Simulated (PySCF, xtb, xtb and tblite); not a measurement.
Conformational energy of SMILES CCC[SiH2]c1cccs1. Scanned: dihedral C1–C2–C3–Si4; all other coordinates were relaxed at GFN2-xTB. Points at φ and −φ are mirror images. Heavy atoms are numbered in the order of the SMILES CCC[SiH2]c1cccs1, hydrogens after them in the order of the atoms that carry them; the mirror image has the same energies with the sign of each dihedral reversed.

- GFN1-xTB // GFN2-xTB (xtb)
- RHF/6-31G* = PySCF with restricted Hartree-Fock/6-31G*, spherical d, density fitting // GFN2-xTB
- GFN2-xTB (xtb and tblite)

Energies in eV, each method relative to its own lowest point.

```
φ / °  GFN1-xTB  RHF/6-31G*  GFN2-xTB
-----  --------  ----------  --------
-160      0.016       0.032     0.028
-140      0.051       0.100     0.086
-120      0.071       0.139     0.114
-100      0.050       0.110     0.077
-80       0.020       0.066     0.023
-60       0.000       0.062     0.006
-40       0.008       0.115     0.048
-20       0.047       0.203     0.127
0         0.074       0.249     0.170
20        0.047       0.203     0.127
40        0.008       0.115     0.048
60        0.000       0.062     0.006
80        0.020       0.066     0.023
100       0.050       0.110     0.077
120       0.071       0.139     0.114
140       0.051       0.100     0.086
160       0.016       0.032     0.028
180       0.001       0.000     0.000
```
